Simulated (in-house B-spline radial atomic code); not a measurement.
# Ti²⁺: 2s2 2p6 3s2 3p6 3d2 4s2 (with a hole in an inner shell)

Level of theory: Dirac-Hartree-Fock, average of configuration, Fermi nucleus of rms radius 3.5921 fm; calculated with an all-electron radial atomic-structure program (B-spline basis).

Effective charges: Z_r = [3n² - l(l+1)]/(2<r>) from the radius, Z_e = n√(-2ε) from the energy, and Slater's rules. Values are occupation-weighted means over j.

```json
{"shell": "2s", "electrons": "2", "ε (eV)": "-721.47", "<r> (bohr)": "0.3025", "Z_r": "19.84", "Z_e": "14.56", "Slater": "19.55"}
{"shell": "2p", "electrons": "6", "ε (eV)": "-641.5", "<r> (bohr)": "0.2618", "Z_r": "19.10", "Z_e": "13.73", "Slater": "19.55"}
{"shell": "3s", "electrons": "2", "ε (eV)": "-123.53", "<r> (bohr)": "0.9007", "Z_r": "14.99", "Z_e": "9.04", "Slater": "12.75"}
{"shell": "3p", "electrons": "6", "ε (eV)": "-92.785", "<r> (bohr)": "0.9303", "Z_r": "13.44", "Z_e": "7.83", "Slater": "12.75"}
{"shell": "3d", "electrons": "2", "ε (eV)": "-46.85", "<r> (bohr)": "1.025", "Z_r": "10.24", "Z_e": "5.57", "Slater": "5.65"}
{"shell": "4s", "electrons": "2", "ε (eV)": "-24.853", "<r> (bohr)": "2.592", "Z_r": "9.26", "Z_e": "5.41", "Slater": "5.15"}
```

The least bound orbital is 4s1/2 at -24.85 eV, and it is also the most diffuse (<r> = 2.592 bohr). The part-filled 3d shell lies below the filled 4s shell in orbital energy.

Spin-orbit splittings of the orbital energies (j = l + 1/2 above j = l - 1/2 when positive): 2p 8.132 eV, 3p 1.089 eV, 3d 0.1141 eV.
